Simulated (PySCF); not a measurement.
A structure optimised at PBE0-D3(BJ)/def2-SVP, used in a PySCF frequency run:

```
C
H 1 1.1034
C 1 1.5075 2 107.64
F 3 1.3525 1 110.88 2 177.33
F 3 1.3545 4 107.47 1 119.89
H 3 1.1056 4 107.85 5 116.30
C 1 1.5124 2 114.90 3 -133.28
C 7 1.3404 1 93.78 2 -113.49
H 7 1.0931 8 133.98 1 -179.37
H 8 1.0932 7 133.34 9 -0.82
C 8 1.5086 10 132.15 7 179.35
H 11 1.1011 8 115.64 10 66.52
H 11 1.1018 12 108.86 8 133.19
```
Charge 0, spin multiplicity 1.

Problem. Write its SMILES and formula.

Solution. FC(F)[C@H]1C=CC1, C5H6F2

Problem. What are its rotational constants (standard atomic weights)?

Solution. 5.2904, 2.0086, 1.8479 GHz
